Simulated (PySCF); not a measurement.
**Steps of a relaxation of [TaCl4]+**

[TaCl4]+ (singlet). PySCF 2.14.0, RKS PBE0, Ta def2-SVP with ECP60, Cl def2-SVP; non-relativistic Hamiltonian with scalar-relativistic core potentials where named; density fitting; no spin-orbit coupling. Origin of the start: template. Columns: position (Å) and force (eV/Å). Energies are counted from the last step; some of the 4 steps are shown. Forces carry noise of the integration grid, about 0.01 to 0.03 eV/Å.

Run from Python with OMP_NUM_THREADS=2. Where DIIS fails, smearing, a level shift and second-order steps follow.
It took 18 s on 2 threads of Arm Neoverse V2, on a shared host, from the converged density of the start.

```xyz
5
step 0  E = 0.210 eV
Ta    0.0000    0.0000    0.0000     0.00    0.00    0.00
Cl    1.3209    1.3209    1.3209    -0.86   -0.86   -0.86
Cl   -1.3209   -1.3209    1.3209     0.86    0.86   -0.86
Cl    1.3209   -1.3209   -1.3209    -0.86    0.86    0.86
Cl   -1.3209    1.3209   -1.3209     0.86   -0.86    0.86
```

```xyz
5
step 1  E = 0.011 eV
Ta    0.0000    0.0000    0.0000     0.00    0.00    0.00
Cl    1.2903    1.2903    1.2903    -0.21   -0.21   -0.21
Cl   -1.2903   -1.2903    1.2903     0.21    0.21   -0.21
Cl    1.2903   -1.2903   -1.2903    -0.21    0.21    0.21
Cl   -1.2903    1.2903   -1.2903     0.21   -0.21    0.21
```

```xyz
5
step 2  E = 0.000 eV
Ta    0.0000    0.0000    0.0000     0.00    0.00    0.00
Cl    1.2805    1.2805    1.2805     0.03    0.03    0.03
Cl   -1.2805   -1.2805    1.2805    -0.03   -0.03    0.03
Cl    1.2805   -1.2805   -1.2805     0.03   -0.03   -0.03
Cl   -1.2805    1.2805   -1.2805    -0.03    0.03   -0.03
```

Task: Where does the relaxation end?

Result: It converges at step 3 in Td:
```xyz
5
step 3  E = 0
Ta    0.0000    0.0000    0.0000
Cl    1.2817    1.2817    1.2817
Cl   -1.2817   -1.2817    1.2817
Cl    1.2817   -1.2817   -1.2817
Cl   -1.2817    1.2817   -1.2817
```

Task: How did the contacts change?

Result: 
```tsv
contact	start (Å)	end (Å)
Ta1–Cl2 (Cl)	2.288	2.220
Ta1–Cl3 (Cl)	2.288	2.220
Ta1–Cl4 (Cl)	2.288	2.220
Ta1–Cl5 (Cl)	2.288	2.220
```
